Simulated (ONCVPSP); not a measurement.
## tungsten: one change to an ONCV potential, before and after

ONCVPSP 4.0.1 input, shortened (lines: element, Z, core and valence counts, functional; n l f; lmax; l rc ep ncon nbas qcut; lloc lpopt rc5 dvloc0; l nproj debl; icmod fcfact rcfact), LDA (Perdew-Wang 92), scalar-relativistic:

```
  W 74.00   10    4  -001012      upf
    1    0    2.00
    2    0    2.00
    2    1    6.00
    3    0    2.00
    3    1    6.00
    3    2   10.00
    4    0    2.00
    4    1    6.00
    4    2   10.00
    4    3   14.00
    5    0    2.00
    5    1    6.00
    5    2    4.00
    6    0    2.00
    2
    0    1.70    0.00    5    8    7.30
    1    2.10    0.00    3    6    6.80
    2    2.60    0.00    4    9    6.20
    4    5    1.65    0.00
    0    2    0.50
    1    1    0.70
    2    3    2.30
    3    2.00    1.60
```

Change: d: rc 2.14.

Cutoffs: the cutoffs (Ha) at which the residual kinetic energy of the hardest occupied pseudo-wave falls to 1 and 0.1 mHa per electron; they do not see the model core or the augmentation charge, which bear on the density cutoff. Errors are all-electron minus pseudo energies relative to the spin-unpolarised reference configuration.

Problem. Predict the effect on cutoff, ghosts and configuration errors.

Solution. The potential gets neither clearly harder nor softer (22 Ha and 27 Ha → 22 Ha and 27 Ha); of the 4 tests that both files solve, the error grows in 1 and shrinks in 1 by more than 15 % and 0.3 meV (median size 5.0 → 8.1 meV); neither file shows a bound ghost.

```tsv
quantity	base	changed
cutoff, loose	22 Ha	22 Ha
cutoff, tight	27 Ha	27 Ha
loose cutoff by channel	s 22 Ha, p 12 Ha, d 12 Ha	s 22 Ha, p 12 Ha, d 14 Ha
bound ghosts	none	none
GHOST(+) flags under 300 eV	none	none
error for 5s2 5p6 5d4 6s1, meV [ΔE 9.13 eV]	-2.7	-2.9
error for 5s2 5p6 5d4 6s0, meV [ΔE 25.14 eV]	-6.9	-6.9
error for 5s2 5p6 5d3 6s0, meV [ΔE 50.85 eV]	-13	-10
error for 5s2 5p6 5d5 6s1, meV [ΔE 1.54 eV]	-3.2	-9.4
s: phases at 1.72 bohr within 0.05 rad from the reference energy up to (Ha; the scan ends near 5)	to the end of the scan	to the end of the scan
p: phases at 2.14 bohr within 0.05 rad from the reference energy up to (Ha; the scan ends near 5)	0.3	0.3
rms error of d²Exc/dni dnj with the model core, mHa	2.18	2.17
```
